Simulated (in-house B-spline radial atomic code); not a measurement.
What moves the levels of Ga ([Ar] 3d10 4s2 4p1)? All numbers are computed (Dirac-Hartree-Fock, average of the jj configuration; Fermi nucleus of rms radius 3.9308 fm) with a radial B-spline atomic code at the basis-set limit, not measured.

Baseline run (computed): total energy -1942.5666 hartree, 1s1/2 at -383.912 hartree, 4p1/2 at -5.7098 eV with <r> = 3.389 bohr.

Changing the nucleus:

```json
{"nucleus": "Fermi nucleus of rms radius 3.939 fm, A = 64", "ΔE (eV)": "0.00113"}
{"nucleus": "Fermi nucleus of rms radius 3.9706 fm, A = 66", "ΔE (eV)": "0.00553"}
{"nucleus": "Fermi nucleus of rms radius 3.985 fm, A = 68", "ΔE (eV)": "0.00754"}
{"nucleus": "Fermi nucleus of rms radius 3.9973 fm, A = 69", "ΔE (eV)": "0.00927"}
{"nucleus": "Fermi nucleus of rms radius 3.9998 fm, A = 70", "ΔE (eV)": "0.00962"}
{"nucleus": "Fermi nucleus of rms radius 4.0118 fm, A = 71", "ΔE (eV)": "0.0113"}
{"nucleus": "Fermi nucleus of rms radius 4.0318 fm, A = 72", "ΔE (eV)": "0.0141"}
{"nucleus": "Fermi nucleus of rms radius 4.042 fm, A = 73", "ΔE (eV)": "0.0156"}
{"nucleus": "Fermi nucleus of rms radius 4.0395 fm, A = 74", "ΔE (eV)": "0.0152"}
{"nucleus": "Fermi nucleus of rms radius 4.0472 fm, A = 75", "ΔE (eV)": "0.0163"}
{"nucleus": "Fermi nucleus of rms radius 4.046 fm, A = 76", "ΔE (eV)": "0.0161"}
{"nucleus": "Fermi nucleus of rms radius 4.05 fm, A = 77", "ΔE (eV)": "0.0167"}
{"nucleus": "Fermi nucleus of rms radius 4.0453 fm, A = 78", "ΔE (eV)": "0.016"}
{"nucleus": "Fermi nucleus of rms radius 4.0478 fm, A = 79", "ΔE (eV)": "0.0164"}
{"nucleus": "Fermi nucleus of rms radius 4.0418 fm, A = 80", "ΔE (eV)": "0.0155"}
{"nucleus": "Fermi nucleus of rms radius 4.0441 fm, A = 81", "ΔE (eV)": "0.0159"}
{"nucleus": "Fermi nucleus of rms radius 4.0671 fm, A = 82", "ΔE (eV)": "0.0191"}
```

A larger nucleus binds the electrons less, roughly as the density at the nucleus times the change of the nuclear <r²>. The reference is A = 63.
